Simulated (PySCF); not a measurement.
**Finite-field polarisability of Mg (magnesium, neutral)**

[Ne] 3s2, closed-shell 1S. Computed with PySCF 2.14 in def2-QZVPPD, with no relativity, point nucleus. Frozen: 1s2. Energy changes in a uniform field (μhartree):

```
axis  F (au)        HF       MP2      CCSD   CCSD(T)
   x  0.0016  -104.374   -92.006   -92.177   -91.611
   x  0.0032  -417.796  -368.304  -368.968  -366.701
```

(1) Derive α along x at CCSD(T) from the two fields.

(2) And the mean polarisability at each level?

## Answers

(1) With ΔE = −αF²/2 − γF⁴/24, α = −(16 ΔE(F) − ΔE(2F))/(6F²) = 71.55 bohr³.

(2) HF 81.52, MP2 71.86, CCSD 72.00, CCSD(T) 71.55 bohr³. Reference: 71.2 ± 0.4 bohr³ (recommended; Schwerdtfeger and Nagle, table of static dipole polarizabilities (2023 update)).
